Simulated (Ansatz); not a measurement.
Reactions of `CC(S)N[SiH3]`.

Program: Ansatz. Geometries: PBE0-D4/def2-TZVP. ΔE: electronic, gas phase. CBS: MP2 limit from def2 TZ/QZ plus the TZ coupled-cluster correction, frozen cores. This one scheme is used for every species. DFT in def2-TZVPP. Elements past krypton have def2 core potentials. For As, Hf, Sb, Se outer-core shells are correlated without core-valence functions, which leaves a few kJ/mol of doubt a bond. Scalar relativity is left out up to krypton. One conformer a species, not always the lowest.

```
                                                                                reaction  PBE0-D4 (kcal/mol)  ωB97X-V (kcal/mol)  r2SCAN-D4 (kcal/mol)  PBE-D4 (kcal/mol)  CCSD(T)/CBS(def2) (kcal/mol)
                                 `CC(S)N[SiH3]` + `O[AsH2]` → `[SiH3]O[AsH2]` + `CC(N)S`                -7.5                -9.0                  -8.1               -6.6                          -9.0
                                             `CC(S)N[SiH3]` + H–F → `CC(F)S` + `N[SiH3]`                 2.7                 0.4                   0.5                2.1                           4.1
`CC(S)N[SiH3]` + `[Cl][Hf]([Cl])([Cl])[SeH]` → `C[Se][Hf]([Cl])([Cl])[Cl]` + `[SiH3]NCS`                 5.7                 6.0                   5.9                5.2                           5.6
                                     `CC(S)N[SiH3]` + `CC#CS` → `CC#CS[SiH3]` + `CC(N)S`                -2.2                -1.0                  -1.4               -2.3                          -1.3
                                 `CC(S)N[SiH3]` + stibine → `C[CH](S)[SbH2]` + `N[SiH3]`                -5.0                -4.8                  -5.0               -5.1                          -8.1
                                   `CC(S)N[SiH3]` + `CB(O)F` → `CB(F)O[SiH3]` + `CC(N)S`                -5.5                -7.2                  -6.4               -4.6                          -7.2
                   `CC(S)N[SiH3]` + `O[SiH](F)[SeH]` → `F[SiH]([SeH])O[SiH3]` + `CC(N)S`                -9.3               -10.8                  -9.9               -8.1                         -11.2
                           `CC(S)N[SiH3]` + `O[SiH](O)S` → `O[SiH](O)S[SiH3]` + `CC(N)S`                -3.5                -2.3                  -2.7               -3.4                          -2.4
                         `CC(S)N[SiH3]` + `OC[SiH2]Cl` → `OC([SiH3])[SiH2]Cl` + `CC(N)S`                14.1                14.6                  14.9               13.5                          14.6
```

Largest T1 diagnostic: 0.014, for `[SbH3]`.
